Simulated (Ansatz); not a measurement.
Mulliken charges of C₂H₄AlFO, SMILES `C=[C](F)[AlH][OH]` from PBE/def2-TZVPP in Ansatz (PBE0-D4/def2-TZVP geometry).

| atom | x (Å) | y (Å) | z (Å) | charge (e) |
| --- | --- | --- | --- | --- |
| C1 | 1.372 | -0.281 | -0.939 | -0.199 |
| C2 | 0.880 | -0.399 | 0.288 | 0.047 |
| F3 | 1.681 | -0.932 | 1.252 | -0.180 |
| Al4 | -0.921 | 0.138 | 0.824 | 0.427 |
| O5 | -1.828 | 0.786 | -0.452 | -0.368 |
| H6 | 0.748 | 0.142 | -1.716 | 0.114 |
| H7 | 2.381 | -0.594 | -1.192 | 0.095 |
| H8 | -1.499 | -0.004 | 2.286 | -0.112 |
| H9 | -2.726 | 1.098 | -0.367 | 0.175 |

Q: By hand: the dipole of these point charges (1 e Å = 4.8032 D).

A: Σ q r = (-0.253, 0.127, -0.136) e Å, of length 0.314 e Å = 1.51 D.

Q: How does the dipole of the full density compare? (Best estimate.)

A: Computed: (-0.317, 0.142, -0.098) e Å, 1.73 D; the point charges give 0.87 times that, at 10° from its direction.

Point charges leave out the atoms' own dipoles, such as those of lone pairs, and Mulliken's split depends on the basis, so the close match here is no proof of good charges.
